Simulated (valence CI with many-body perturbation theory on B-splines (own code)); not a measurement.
E1 line list for La²⁵⁺

Calculated by relativistic CI+MBPT: four valence electrons over a frozen Dirac-Fock core [Ar] 3d10, a basis of 11 s, 11 p, 9 d, 7 f, 5 g, 2 h, 1 i functions for each j, with the one-electron correlation potential Σ1 (screened to all orders), the two-electron term Σ2, the three-electron term Σ3, Breit, model QED; selected single and double excitations, second order for the rest (own B-spline code, finite nucleus).

No measured levels were compared; by estimate levels hold to about 250 cm⁻¹ or 0.2 % of their energy and the worst to 1 %, as in measured heavy ions of charge 2 to 7; those with d or f electrons hold less well.

Lines 101 to 150 of 232 in falling wavelength, among levels below 1797200 cm⁻¹, chosen from the strongest by gf and those to the six lowest levels. Wavelengths and rates use the calculated energies, so an error of 2000 cm⁻¹ moves a line at 130.5 Å by 0.26 % and its rate by three times that or more. Electric multipoles are in the length gauge, E1 and E2 with the static RPA response of the core. Weak lines are less certain than strong ones. Lines between different terms over intervals too small for the method are left out, as are lines whose strength nearly cancels. Where a level lies close to another of its J and parity, the split of strength between their lines is uncertain. The highest levels of a list are the least certain.

Levels are named by their leading jj configuration (3d3/2^4 stands for four electrons in 3d with j = 3/2), which in mixed levels can hold well under half, so a name can repeat and another be missing. Letters in brackets count levels of one name in rising energy.

```
λ vac (Å)                           Upper                       Lower   A (s⁻¹)  S (a.u.) with core polarisation  S without
    130.5          (4s^2 4p1/2 4d3/2) J=2      (4s^2 4p1/2 4p3/2) J=2  4.41e+10                         2.42e-01   2.60e-01
    130.0          (4s 4p1/2^2 4d3/2) J=1      (4s 4p1/2^2 4p3/2) J=2  1.97e+09                         6.41e-03   6.88e-03
    128.5  (4s 4p1/2 4p3/2 4d5/2) J=2 [c]      (4s^2 4p1/2 4d3/2) J=2  2.24e+10                         1.17e-01   1.26e-01
    127.7          (4s 4p3/2^2 4d5/2) J=0  (4s 4p1/2 4p3/2^2) J=1 [b]  3.76e+10                         3.86e-02   4.14e-02
    127.1          (4s^2 4p3/2 4d3/2) J=1          (4s^2 4p3/2^2) J=0  2.49e+09                         7.56e-03   8.16e-03
    126.8          (4s^2 4p1/2 4d3/2) J=2      (4s^2 4p1/2 4p3/2) J=1  3.73e+09                         1.87e-02   2.01e-02
    126.8  (4s 4p1/2 4p3/2 4d5/2) J=2 [d]      (4s^2 4p1/2 4d3/2) J=2  2.56e+10                         1.29e-01   1.38e-01
    126.8          (4s 4p1/2^2 4d3/2) J=2      (4s 4p1/2^2 4p3/2) J=2  2.49e+10                         1.25e-01   1.34e-01
    125.8  (4s 4p1/2 4p3/2 4d3/2) J=1 [e]      (4s^2 4p1/2 4d3/2) J=2  1.70e+10                         5.03e-02   5.41e-02
    123.3          (4s^2 4p3/2 4d3/2) J=2          (4s^2 4p3/2^2) J=2  6.65e+09                         3.08e-02   3.32e-02
    123.3  (4s 4p1/2 4p3/2 4d3/2) J=1 [d]  (4s 4p1/2 4p3/2^2) J=2 [b]  2.31e+10                         6.40e-02   6.88e-02
    122.8  (4s 4p1/2 4p3/2 4d3/2) J=2 [b]      (4s 4p1/2 4p3/2^2) J=3  2.30e+10                         1.05e-01   1.13e-01
    122.2  (4s 4p1/2 4p3/2 4d5/2) J=3 [b]      (4s 4p1/2 4p3/2^2) J=3  4.19e+10                         2.64e-01   2.82e-01
    121.8  (4s 4p1/2 4p3/2 4d5/2) J=3 [d]  (4s 4p1/2 4p3/2^2) J=2 [b]  1.64e+10                         1.02e-01   1.10e-01
    121.6          (4s 4p1/2^2 4d5/2) J=2      (4s 4p1/2^2 4p3/2) J=1  5.73e+10                         2.54e-01   2.72e-01
    121.5  (4s 4p1/2 4p3/2 4d3/2) J=3 [b]      (4s 4p1/2 4p3/2^2) J=3  7.93e+09                         4.92e-02   5.27e-02
    121.3  (4s 4p1/2 4p3/2 4d5/2) J=2 [b]      (4s 4p1/2 4p3/2^2) J=3  3.02e+10                         1.33e-01   1.43e-01
    121.2      (4s 4p1/2 4p3/2 4d5/2) J=0  (4s 4p1/2 4p3/2^2) J=1 [b]  5.17e+10                         4.55e-02   4.87e-02
    121.1  (4s 4p1/2 4p3/2 4d5/2) J=2 [a]  (4s 4p1/2 4p3/2^2) J=2 [a]  4.30e+10                         1.88e-01   2.02e-01
    120.6          (4s^2 4p3/2 4d3/2) J=3          (4s^2 4p3/2^2) J=2  2.10e+10                         1.27e-01   1.37e-01
    120.6          (4s 4p1/2^2 4d5/2) J=3      (4s 4p1/2^2 4p3/2) J=2  4.34e+10                         2.63e-01   2.81e-01
    120.6                (4s 4p3/2^3) J=2      (4s^2 4p1/2 4p3/2) J=2  4.82e+08                         2.08e-03   2.26e-03
    120.4  (4s 4p1/2 4p3/2 4d5/2) J=3 [a]  (4s 4p1/2 4p3/2^2) J=2 [a]  3.53e+10                         2.13e-01   2.28e-01
    120.3          (4s^2 4p1/2 4d5/2) J=3      (4s^2 4p1/2 4p3/2) J=2  6.55e+10                         3.94e-01   4.21e-01
    120.1  (4s 4p1/2 4p3/2 4d3/2) J=1 [e]  (4s 4p1/2 4p3/2^2) J=1 [b]  5.41e+10                         1.39e-01   1.49e-01
    119.5  (4s 4p1/2 4p3/2 4d5/2) J=1 [a]  (4s 4p1/2 4p3/2^2) J=2 [b]  3.08e+10                         7.78e-02   8.36e-02
    119.4          (4s^2 4p3/2 4d3/2) J=1          (4s^2 4p3/2^2) J=2  9.27e+10                         2.33e-01   2.51e-01
    119.2          (4s 4p3/2^2 4d3/2) J=1      (4s^2 4p1/2 4d3/2) J=2  1.64e+10                         4.11e-02   4.42e-02
    119.1  (4s 4p1/2 4p3/2 4d3/2) J=2 [a]      (4s 4p1/2^2 4p3/2) J=1  2.44e+10                         1.02e-01   1.09e-01
    118.9  (4s 4p1/2 4p3/2 4d5/2) J=2 [e]  (4s 4p1/2 4p3/2^2) J=1 [b]  6.52e+10                         2.70e-01   2.90e-01
    117.7          (4s^2 4p1/2 4d3/2) J=1      (4s^2 4p1/2 4p3/2) J=2  8.50e+09                         2.05e-02   2.20e-02
    117.5                (4s 4p3/2^3) J=2      (4s^2 4p1/2 4p3/2) J=1  2.99e+10                         1.20e-01   1.28e-01
    117.1          (4s^2 4p1/2 4d5/2) J=2      (4s^2 4p1/2 4p3/2) J=2  8.01e+10                         3.17e-01   3.41e-01
    117.0  (4s 4p1/2 4p3/2 4d3/2) J=2 [b]  (4s 4p1/2 4p3/2^2) J=2 [a]  1.23e+10                         4.87e-02   5.21e-02
    116.9  (4s 4p1/2 4p3/2 4d5/2) J=1 [a]      (4s 4p1/2 4p3/2^2) J=0  7.45e+10                         1.76e-01   1.89e-01
    116.4  (4s 4p1/2 4p3/2 4d5/2) J=4 [b]      (4s 4p1/2 4p3/2^2) J=3  7.30e+10                         5.11e-01   5.46e-01
    116.1          (4s^2 4p3/2 4d5/2) J=2          (4s^2 4p3/2^2) J=2  2.29e+11                         8.84e-01   9.49e-01
    116.1  (4s 4p1/2 4p3/2 4d5/2) J=2 [c]  (4s 4p1/2 4p3/2^2) J=1 [a]  1.07e+11                         4.14e-01   4.43e-01
    116.0  (4s 4p1/2 4p3/2 4d5/2) J=2 [c]  (4s 4p1/2 4p3/2^2) J=2 [b]  1.43e+10                         5.49e-02   5.89e-02
    115.8  (4s 4p1/2 4p3/2 4d5/2) J=3 [e]  (4s 4p1/2 4p3/2^2) J=2 [b]  1.11e+11                         5.94e-01   6.36e-01
    115.7  (4s 4p1/2 4p3/2 4d5/2) J=2 [b]  (4s 4p1/2 4p3/2^2) J=2 [a]  4.44e+10                         1.69e-01   1.82e-01
    115.5      (4s 4p1/2 4p3/2^2) J=1 [a]          (4s^2 4p1/2^2) J=0  1.12e+10                         2.56e-02   2.76e-02
    115.2  (4s 4p1/2 4p3/2 4d5/2) J=1 [b]  (4s 4p1/2 4p3/2^2) J=1 [a]  1.22e+11                         2.76e-01   2.95e-01
    114.9      (4s 4p1/2 4p3/2 4d5/2) J=0  (4s 4p1/2 4p3/2^2) J=1 [a]  1.37e+11                         1.03e-01   1.11e-01
    114.8          (4s^2 4p1/2 4d3/2) J=1      (4s^2 4p1/2 4p3/2) J=1  3.55e+10                         7.93e-02   8.51e-02
    114.7  (4s 4p1/2 4p3/2 4d5/2) J=2 [d]  (4s 4p1/2 4p3/2^2) J=1 [a]  1.08e+10                         4.02e-02   4.30e-02
    114.6  (4s 4p1/2 4p3/2 4d5/2) J=2 [d]  (4s 4p1/2 4p3/2^2) J=2 [b]  5.32e+10                         1.98e-01   2.12e-01
    114.6          (4s 4p3/2^2 4d3/2) J=2  (4s 4p1/2 4p3/2^2) J=1 [b]  5.41e+10                         2.01e-01   2.15e-01
    114.1          (4s^2 4p1/2 4d5/2) J=2      (4s^2 4p1/2 4p3/2) J=1  1.33e+11                         4.87e-01   5.22e-01
    114.1          (4s 4p3/2^2 4d3/2) J=1  (4s 4p1/2 4p3/2^2) J=1 [b]  3.91e+10                         8.60e-02   9.22e-02
```
